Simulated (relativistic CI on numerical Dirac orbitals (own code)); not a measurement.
What each ingredient does to the levels of Dy³⁺

Base calculation: Dirac-Coulomb-Breit CI, orbitals from a KLI potential per configuration, a model potential for QED, valence Slater integrals scaled by 0.85, P86 correlation energy added to each configuration.

Configuration list (outside the closed core [Kr] 4d10 5s2): 4f9 5p6, 4f8 5p6 5d, 4f8 5p6 6s, 4f8 5p6 6p, 4f11 5p4, 4f10 5p5, 4f8 5p6 7s, 4f8 5p6 7p, 4f8 5p6 8s. Levels of other configurations are missing.

Variants: (1) no correlation estimate; (2) self-excluded LDA correlation estimate; (3) Breit term removed; (4) only the first 3 configurations. Shifts of the energy above 4f9 5p6 6H°_15/2, in cm⁻¹, for the lowest level and the first level of each name with at least 55 % of one term (blank where a level changes its place among those of its configuration and J or its character, or is not in the variant):

```tsv
Level	Base	Δ(1)	Δ(2)	Δ(3)	Δ(4)
4f9 5p6 6H°_15/2	0.0	0.0	0.0	0.0	0.0
4f9 5p6 6H°_13/2	3491.7	0.0	0.0	+144.3	-3.9
4f9 5p6 6H°_11/2	5830.9	0.0	0.0	+161.2	+6.6
4f9 5p6 6H°_9/2	7653.5	0.0	0.0	+180.1	+13.0
4f9 5p6 6F°_11/2	8562.0	0.0	-0.1	-8.0	+69.2
4f9 5p6 6H°_7/2	9072.7	+0.1	0.0	+202.6	+16.5
4f9 5p6 6F°_9/2	9680.3	+0.1	-0.2	-100.9	+96.8
4f9 5p6 6H°_5/2	10125.3	+0.1	-0.1	+212.3	+19.8
4f9 5p6 6F°_7/2	11668.1	0.0	-0.2	+20.6	+86.0
4f9 5p6 6F°_5/2	13107.5	-0.1	-0.1	+75.4	+79.7
4f9 5p6 6F°_3/2	13876.8	-0.1	-0.1	+44.3	+81.2
4f9 5p6 6F°_1/2	14434.4	-0.1	-0.1	+71.9	+78.0
4f9 5p6 4F°_9/2	20058.1	+1.2	-0.8	-134.6	+276.0
4f9 5p6 4G°_11/2	22313.8	+1.1	-0.9	-72.7	+307.5
```

Correlation outside the listed configurations is missing or only estimated: errors of thousands of cm⁻¹ between configurations and terms are usual at this charge. Rates and lifetimes follow the computed energies and can be off by large factors. The fine structure of a lone outer electron comes out too small, for d and f at times inverted, and misplaced configurations move strength between like terms.

Ionisation energy from the two ground configurations alone: base 39.71 eV; no correlation estimate 38.15 eV; self-excluded LDA correlation estimate 40.04 eV; Breit term removed 39.58 eV. The NIST ASD value (semi-empirical) is 41.23 eV. The gap of more than 2 % comes from missing correlation, or from a tabulated value that is itself an estimate.

LS names give the leading component of a level, which can be under half, so a name can repeat, a term be missing and a line seem to break the LS rules.
